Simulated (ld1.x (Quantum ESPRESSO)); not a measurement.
## Re (Z = 75): one change to an RRKJ potential, before and after

| Property | Result |
| --- | --- |
| Element | Re |
| Generator | ld1.x (Quantum ESPRESSO) 7.5 |
| Type | norm-conserving RRKJ (Kleinman–Bylander form) |
| Functional | PBE |
| Relativity | scalar-relativistic |
| Frozen core | [Xe] 4f14 |
| Valence charge | 7 |
| Reference configuration | 5d5 6s2 6p0 |
| Partial waves | 6p (bound, empty): rc 2.80 bohr; 5d (bound): rc 2.00 bohr; 6s (bound): rc 2.00 bohr |
| Local potential | the s channel |
| Core correction | a·sin(br)/r model core inside 1.60 bohr |

Change: wave 6s (bound): rc 2.00 bohr becomes 6s (bound): rc 2.08 bohr.

Cutoffs: the cutoffs (Ry, on a coarse ladder) from which the occupation-weighted sum of valence levels, in a spherical-Bessel basis at the reference potential, stays within 10 and 1 mRy of its value at 400 Ry; they do not see the model core or the augmentation charge, which bear on the density cutoff. Errors are all-electron minus pseudo energies relative to the spin-unpolarised reference configuration.

Q: Predict the effect on cutoff, ghosts and configuration errors.

A: The potential gets softer (35 Ry and 55 Ry → 30 Ry and 40 Ry); of the 7 tests that both files solve, the error grows in 5 and shrinks in 0 by more than 15 % and 0.3 meV (median size 35.6 → 43.0 meV); neither file shows a bound ghost. A larger radius leaves more room for a smooth pseudo-wave, so fewer plane waves are needed. More of the atom is replaced by a form fitted at one configuration, so other configurations suffer.

| quantity | base | changed |
| --- | --- | --- |
| cutoff, loose | 35 Ry | 30 Ry |
| cutoff, tight | 55 Ry | 40 Ry |
| loose cutoff by channel (10 mRy a level) | d 25 Ry, s 18 Ry | d 25 Ry, s 12 Ry |
| bound ghosts | none | none |
| error for 5d5 6s1 6p0, meV [ΔE 9.25 eV] | -7.0 | -8.9 |
| error for 5d5 6s0 6p0, meV [ΔE 25.57 eV] | -36 | -43 |
| error for 5d4 6s0 6p0, meV [ΔE 52.70 eV] | -184 | -183 |
| error for 5d4 6s2 6p1, meV [ΔE 5.06 eV] | -67 | -80 |
| error for 5d5 6s0 6p1, meV [ΔE 15.05 eV] | -11 | -15 |
| error for 5d5.5 6s1.5 6p0, meV [ΔE 0.38 eV] | -12 | -15 |
| error for 5d3 6s0 6p0, meV [ΔE 92.06 eV] | -689 | -679 |
| s: phases at 3.05 bohr within 0.05 rad from the reference energy up to (Ry; the scan ends near 5) | 1.1 | 1.5 |
| p: phases at 3.05 bohr within 0.05 rad from the reference energy up to (Ry; the scan ends near 5) | 2.9 | 2.6 |
| d: phases at 3.05 bohr within 0.05 rad from the reference energy up to (Ry; the scan ends near 5) | 1.1 | 1.1 |
